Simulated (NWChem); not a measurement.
Molecule: CH$_{9}$NSi$_{2}$; SMILES C[Si@H]([SiH3])N

```xyz
13

C     -1.5490     1.3437     0.2061
Si     0.0542     0.5439    -0.3903
N      1.4175     1.3863     0.3373
Si     0.0002    -1.7726     0.1018
H     -1.5383     2.4312    -0.0102
H     -1.6784     1.2084     1.2996
H     -2.4268     0.8892    -0.2965
H      0.2132     0.7090    -1.8807
H      1.5020     1.3288     1.3575
H      2.3371     1.2029    -0.0764
H      1.2660    -2.4538    -0.3582
H     -0.0914    -1.9740     1.5966
H     -1.1655    -2.5009    -0.5234
```
Atoms are numbered in this order, from 1.

All runs: NWChem. Pople sets run with spherical d functions. All runs use the structure optimised with PBE-D3(BJ)/def2-SVP. Not confirmed as a minimum by frequencies. B3LYP is NWChem's, with the RPA form of VWN correlation. Static field.

Q: Among these, which level gives the lowest value of “anisotropy (bohr³)”?
(A) B3LYP/6-31+G*
(B) LC-BLYP (range parameter 0.33 per bohr)/6-31+G*
(C) BHandHLYP/6-31+G*
(D) PBE/6-31+G*

A: C, BHandHLYP/6-31+G*. Values: BHandHLYP/6-31+G* 17.3; LC-BLYP (range parameter 0.33 per bohr)/6-31+G* 18.8; B3LYP/6-31+G* 20.6; PBE/6-31+G* 23.7
